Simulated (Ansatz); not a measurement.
Computed with B3LYP-D3(BJ)/def2-TZVP (Ansatz, an electronic-structure program). No frequencies were computed at this level.

Ansatz 0.2 input:
```yaml
crystal:
  periodic: [false, false, false]
  atoms:
    - { symbol: C, position_ang: [-0.522959, 1.974588, 0.070444] }
    - { symbol: Ga, position_ang: [0.004426, -0.002281, 0.022486] }
    - { symbol: C, position_ang: [1.979651, -0.537397, 0.047685] }
    - { symbol: C, position_ang: [-1.447616, -1.438809, -0.105327] }
    - { symbol: H, position_ang: [-1.46656, 2.121521, 0.603172] }
    - { symbol: H, position_ang: [0.243469, 2.582961, 0.558556] }
    - { symbol: H, position_ang: [-0.657142, 2.368145, -0.941416] }
    - { symbol: H, position_ang: [2.579697, 0.176995, 0.618214] }
    - { symbol: H, position_ang: [2.388647, -0.5689, -0.966538] }
    - { symbol: H, position_ang: [2.119333, -1.529109, 0.486556] }
    - { symbol: H, position_ang: [-1.104077, -2.393921, 0.301744] }
    - { symbol: H, position_ang: [-1.735871, -1.61169, -1.146192] }
    - { symbol: H, position_ang: [-2.350174, -1.141369, 0.436108] }
basis:
  gaussian: { orbitals: def2-tzvp }
hamiltonian:
  xc: b3lyp
  dispersion: d3bj
relax:
  max_steps: 150
```

Output:

```
Functional definition: B3LYP
1339 factors; their error is unknown
mean field evaluation 1: about -55619.5360 eV, gradient 9.6e1 eV
mean field evaluation 2: about -55607.5368 eV, gradient 1.1e2 eV
mean field evaluation 4: about -55638.9199 eV, gradient 6.4e0 eV
mean field evaluation 8: about -55638.9714 eV, gradient 1.2e-1 eV
mean field evaluation 16: about -55639.0995 eV, gradient 1.9e-4 eV
mean field -55639.09946965 eV, -2044.6991919733 hartree, gradient 2.7e-5 eV, S^2 0.000000; 0 other end points of the search recorded, 0 dependent functions left out
reference -55639.09977877 eV, -2044.6992033335 hartree; 29, 29 occupied and 166, 166 virtual orbitals, 1339 factors
relax step   1: F+E_penalty+E_count = -55639.46569639 eV  Δ(F+E_penalty+E_count) = +0.000e0 eV  max|allowed force component| = 4.454e-1 eV/Å  Δτ_max = 0.0000 Å  (28 SCF iters, accepted)
these checks for a lower state are left out or cut short: starts, cluster_reference, orbital_swaps, neighbouring_geometries, increment
1339 factors; their error is unknown
mean field -55639.15772791 eV, -2044.7013329252 hartree, gradient 1.7e-5 eV, S^2 0.000000; 0 other end points of the search recorded, 0 dependent functions left out
reference -55639.15803391 eV, -2044.7013441703 hartree; 29, 29 occupied and 166, 166 virtual orbitals, 1339 factors
relax step   2: F+E_penalty+E_count = -55639.53145310 eV  Δ(F+E_penalty+E_count) = -6.576e-2 eV  max|allowed force component| = 2.068e-1 eV/Å  Δτ_max = 0.0722 Å  (29 SCF iters, accepted)
these checks for a lower state are left out or cut short: starts, cluster_reference, orbital_swaps, neighbouring_geometries, increment
1339 factors; their error is unknown
mean field evaluation 32: about -55639.1611 eV, gradient 1.5e-5 eV
mean field -55639.16108756 eV, -2044.7014563898 hartree, gradient 1.5e-5 eV, S^2 0.000000; 0 other end points of the search recorded, 0 dependent functions left out
reference -55639.16139279 eV, -2044.7014676070 hartree; 29, 29 occupied and 166, 166 virtual orbitals, 1339 factors
relax step   3: F+E_penalty+E_count = -55639.53688440 eV  Δ(F+E_penalty+E_count) = -5.431e-3 eV  max|allowed force component| = 4.252e-2 eV/Å  Δτ_max = 0.0194 Å  (29 SCF iters, accepted)
these checks for a lower state are left out or cut short: starts, cluster_reference, orbital_swaps, neighbouring_geometries, increment
1339 factors; their error is unknown
mean field -55639.16167421 eV, -2044.7014779489 hartree, gradient 1.4e-5 eV, S^2 0.000000; 0 other end points of the search recorded, 0 dependent functions left out
reference -55639.16197959 eV, -2044.7014891715 hartree; 29, 29 occupied and 166, 166 virtual orbitals, 1339 factors
relax step   4: F+E_penalty+E_count = -55639.53730279 eV  Δ(F+E_penalty+E_count) = -4.184e-4 eV  max|allowed force component| = 4.507e-3 eV/Å  Δτ_max = 0.0056 Å  (29 SCF iters, accepted)
1339 factors; their error is unknown
mean field evaluation 64: about -55639.1617 eV, gradient 2.2e-5 eV
mean field -55639.16167421 eV, -2044.7014779489 hartree, gradient 1.5e-5 eV, S^2 0.000000; 1 other end points of the search recorded, 0 dependent functions left out
reference -55639.16197959 eV, -2044.7014891715 hartree; 29, 29 occupied and 166, 166 virtual orbitals, 1339 factors
Total energy: -55639.53760817 eV, -2044.7152932671 hartree
Atom 0 at    -0.507615     1.917692     0.077917 Å, force    -0.001029     0.000740    -0.003072 eV/Å
Atom 1 at     0.005201    -0.003909     0.041351 Å, force    -0.000176     0.000117    -0.000836 eV/Å
Atom 2 at     1.924879    -0.523484     0.057256 Å, force     0.003240    -0.000387    -0.002346 eV/Å
Atom 3 at    -1.406819    -1.398485    -0.092470 Å, force    -0.002021    -0.000167    -0.002965 eV/Å
Atom 4 at    -1.455422     2.070811     0.596352 Å, force     0.000295     0.002375     0.001421 eV/Å
Atom 5 at     0.258601     2.535919     0.547160 Å, force    -0.001054     0.002362     0.001322 eV/Å
Atom 6 at    -0.637799     2.277021    -0.947629 Å, force     0.001149    -0.004414     0.000550 eV/Å
Atom 7 at     2.532639     0.192413     0.612540 Å, force     0.001402    -0.001625     0.000910 eV/Å
Atom 8 at     2.302198    -0.542870    -0.969977 Å, force    -0.004507     0.001206     0.000892 eV/Å
Atom 9 at     2.073184    -1.518831     0.478099 Å, force     0.002077     0.000354     0.000964 eV/Å
Atom 10 at    -1.068956    -2.359960     0.295992 Å, force    -0.002194    -0.001578     0.001096 eV/Å
Atom 11 at    -1.673306    -1.543778    -1.143998 Å, force     0.003397     0.003174     0.001083 eV/Å
Atom 12 at    -2.315962    -1.101806     0.432897 Å, force    -0.000579    -0.002155     0.000982 eV/Å
Dipole moment:    -0.000061     0.000485    -0.007193 e Å
```

Cost: around 60 core-seconds (rough).
